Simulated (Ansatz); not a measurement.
A nudged elastic band was laid between two geometries of a periodic cell of 20 atoms, C19O (surface graphene monolayer, adsorbate CO).

Computed with Ansatz 0.2.0, DFT PBEsol, scalar-relativistic, plane waves, PAW. Settings: cutoff 420 eV, k mesh 2x2x1, gaussian smearing 0.02 eV, no spin polarisation.

- movable images: 5
- climbing image: yes
- spring: 5.0 eV/Å²
- optimiser: quadratic models (default)
- start path: IDPP
- force threshold: 0.03 eV/Å
- iteration limit: 33
- end points: relaxed

First end point:

```xyz
20
Lattice="7.3980 0.0000 0.0000 -3.6990 6.4069 0.0000 0.0000 0.0000 13.0000" Properties=species:S:1:pos:R:3
C -0.045 0.006 0.855
C 1.203 0.727 0.855
C -1.268 2.153 0.855
C -0.045 2.859 0.856
C -2.496 4.274 0.855
C -1.268 4.983 0.856
C 2.431 0.018 0.855
C 3.654 0.724 0.856
C 1.203 2.139 0.856
C 2.431 2.848 0.856
C -0.045 4.278 0.856
C 1.203 4.998 0.856
C 4.902 0.003 0.855
C 6.130 0.712 0.855
C 3.654 2.142 0.856
C 4.902 2.862 0.856
C 2.431 4.289 0.856
C 3.654 4.995 0.855
C 3.243 -0.394 4.101
O 2.453 0.083 4.759
```

Last end point:

Only the atoms that move by more than 0.05 Å are listed.
```
C19 5.709 -0.394 4.101
O20 4.919 0.083 4.759
```

(1) What changes between the two ends?

(2) Give the energies along the band, and the barrier.

(3) What is the geometry of the highest image?

## Answers

(1) The atom that moves furthest is C19, by 2.47 Å.

(2) The forces met the threshold. The highest image is number 3 of 0 to 6, 0.008 eV above the ends, which have the same energy within 2 meV. The top lies less than 8 meV above the higher end, about what the thresholds resolve: that end is a shoulder or a very shallow well. By the program's own check the climbing image is of a kind that is not told: the force calls were inconclusive, a negative curvature could not be distinguished from the path's own, the only one lies far off the path, or fixed occupations may fill a level only in part (lowest curvatures found: -0.30 and 0.06 eV/Å²). Limits of this set-up: slab without dipole correction, no dispersion correction for a molecule that may bind weakly.

```csv
image,path coordinate (Å),energy (eV)
0,0.00,0.000
1,0.55,0.001
2,1.10,0.006
3,1.65,0.008
4,2.24,0.005
5,2.83,0.002
6,3.42,0.000
```

(3) 
```xyz
20
Lattice="7.3980 0.0000 0.0000 -3.6990 6.4069 0.0000 0.0000 0.0000 13.0000" Properties=species:S:1:pos:R:3:forces:R:3
C -0.033 -0.007 0.842 0.01 0.01 0.00
C 1.211 0.711 0.841 -0.01 0.00 0.00
C -1.269 2.143 0.841 0.01 -0.01 -0.01
C -0.032 2.857 0.841 0.00 -0.01 0.00
C -2.488 4.275 0.842 -0.01 0.00 0.00
C -1.269 4.978 0.842 0.00 0.01 0.00
C 2.430 0.008 0.842 0.00 -0.01 0.00
C 3.667 0.721 0.841 0.01 -0.01 0.00
C 1.211 2.139 0.841 -0.01 0.00 0.00
C 2.430 2.843 0.842 0.01 0.01 -0.01
C -0.032 4.264 0.842 0.01 0.00 0.00
C 1.212 4.982 0.841 -0.01 0.00 0.00
C 4.911 0.003 0.841 -0.01 0.00 -0.01
C 6.129 0.707 0.841 0.00 0.01 0.01
C 3.666 2.129 0.841 0.00 0.01 0.01
C 4.910 2.847 0.841 -0.01 0.00 0.00
C 2.430 4.279 0.841 0.00 -0.01 0.01
C 3.666 4.993 0.842 0.01 -0.01 0.00
C 4.483 -0.300 4.310 0.00 0.00 0.00
O 3.558 0.128 4.805 0.01 0.00 -0.01
```

The run took 8.2 min on 1 thread of Arm Neoverse V2, on a shared host, peak memory 1.1 GiB.
